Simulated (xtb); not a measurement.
Harmonic IR lines of one isomer of C₃H₄O₂, unscaled. Method: GFN2-xTB in xtb.

wavenumber (cm⁻¹): 83 (w), 179 (w), 221 (m), 321 (w), 341 (vs), 454 (m), 820 (w), 918 (m), 1087 (s), 1148 (s), 1278 (m), 1323 (m), 1421 (w), 1959 (w), 2842 (m), 2942 (vw), 3339 (m), 3542 (w)

### Question
Name which structure gives these lines.
A. `C1=COCO1`
B. `O/C=C1\CO1`
C. `OCC1=CO1`
D. `OC1(O)C=C1`

### Answer
C, `OCC1=CO1`
